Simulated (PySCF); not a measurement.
Molecule: SMILES FB(F)C1C=C1, C$_{3}$H$_{3}$BF$_{2}$.

Structure with atom numbers: `[F:1][B:2]([F:3])[CH:4]1[CH:5]=[CH:6]1`; H(Xn) means a hydrogen on atom n.

Spin–spin couplings on one PBE0-D3(BJ)/def2-SVP geometry, PySCF, gas phase, non-relativistic, equivalent pairs averaged; isotopes ¹³C, ¹H, ¹⁹F, ¹¹B; basis pcJ-1.

How do the couplings (Hz) change with the functional? Times are CPU seconds on shared hosts with different chips, so compare them loosely.

## Answers


```tsv
functional	functions	¹J(C5,H(C5))	¹J(F1,B2)	¹J(C4,H(C4))	¹J(B2,C4)	¹J(C5,C6)	¹J(C4,C5)	²J(F1,F3)	core-s
LDA	192	205.1	-173.8	128.9	91.8	63.4	-2.8	-311.5	18
PBE	192	235.0	-171.9	150.6	106.8	75.4	1.8	-272.6	34
KT2	192	255.9	-205.7	161.3	95.4	63.0	-4.4	-300.6	36
B3LYP	192	254.9	-134.2	164.3	114.3	85.3	5.8	-202.6	32
PBE0	192	242.4	-131.2	155.9	110.8	83.9	5.3	-191.5	50
B97-2	192	232.5	-129.2	148.9	113.0	80.4	5.5	-208.2	49
BHandHLYP	192	272.6	-82.9	175.9	122.3	103.0	11.7	-108.5	33
CAM-B3LYP	192	252.3	-123.6	162.1	113.1	85.9	6.4	-192.4	40
``` Left out for a near triplet instability: HF/pcJ-1.
